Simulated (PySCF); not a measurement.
PySCF input for bromine monochloride cation (BrCl), SMILES BrCl (connectivity only; charge and spin as stated), charge +1, multiplicity 2, PBE-D3(BJ)/def2-TZVP. Geometry optimised at PBE-D3(BJ)/def2-TZVP. The multiplicity is an assumed one; other spin states were not compared.

```python
import numpy as np
from pyscf import gto, scf, dft, df
from pyscf.hessian import thermo

mol = gto.M(
    atom='''
    Cl    0.00000000    0.00000000   -1.39489078
    Br    0.00000000    0.00000000    0.67751838
    ''',
    basis='def2-TZVP',
    charge=1,
    spin=1,
    max_memory=1600,
    verbose=3,
)
mf = dft.UKS(mol, xc='pbe').density_fit(auxbasis='def2-universal-jkfit')
mf.disp = 'd3bj'
mf.grids.level = 3
mf.conv_tol = 1e-11
mf.max_cycle = 100
mf.kernel()
fine, coarse = mf.grids, dft.Grids(mol).set(level=1).build(with_non0tab=True)
for _ in range(3):  # follow internal instabilities
    mf.grids = coarse
    mo, _, stable, _ = mf.stability(return_status=True, nroots=4)
    mf.grids = fine
    if stable:
        break
    mf.kernel(mf.make_rdm1(mo, mf.mo_occ))

# [left out here: the lines that compute and print the analytic Hessian (its translational invariance restored by hand, since the grid's response is missing), thermochemistry and intensities]
```

It prints:

```

WARN: HOMO -0.268232613166626 >= LUMO -0.268232613166628


WARN: HOMO -0.531531174429893 >= LUMO -0.531246324864846


WARN: HOMO -0.52781328198515 >= LUMO -0.527061492483129

converged SCF energy = -3033.38703146932  <S^2> = 0.75180927  2S+1 = 2.0018085
<class 'pyscf.df.df_jk.DFUKS'> wavefunction is stable in the internal stability analysis

WARN: DFTD3 does not support analytical Hessian, using finite difference


WARN: Mole.unit (angstrom) is changed to Bohr

Mode                                 0
Irrep
Freq [cm^-1]                      487.4300
Reduced mass [au]                  42.7609
Force const [Dyne/A]                5.9858
Char temp [K]                     701.3032
Normal mode                   x     y     z
       0  Cl                 0.00  0.00 -0.14
       1  Br                 0.00  0.00  0.06
temperature 298.1500 [K]
pressure 101325.00 [Pa]
Rotational constants [GHz] inf 4.79197 4.79197
Symmetry number 1
Zero-point energy (ZPE) 0.00111 [Eh]   2915.479 [J/mol]
                           tot       elec      trans        rot        vib
Entropy [J/mol/K]       244.520      5.763    167.961     67.907      2.888
Cv [J/mol/K]             26.133      0.000     12.472      8.314      5.347
Cp [J/mol/K]             34.447      0.000     20.786      8.314      5.347
Internal energy [J/mol]                      3718.434   2478.956   3528.716
Internal energy [Eh]   -3033.38333  -3033.38703
Enthalpy [J/mol]                             6197.391   2478.956   3528.716
Enthalpy [Eh]          -3033.38238
Gibbs free energy [J/mol]                  -43880.323 -17767.588   2667.587
Gibbs free energy [Eh] -3033.41015
mode   freq/cm-1   IR/(km/mol)
   1      487.43         0.017
max |gradient| / (hartree/bohr): 1.0963676795823052e-05
APT charges: [0.3484 0.6516]
```

Self-consistency was reached.
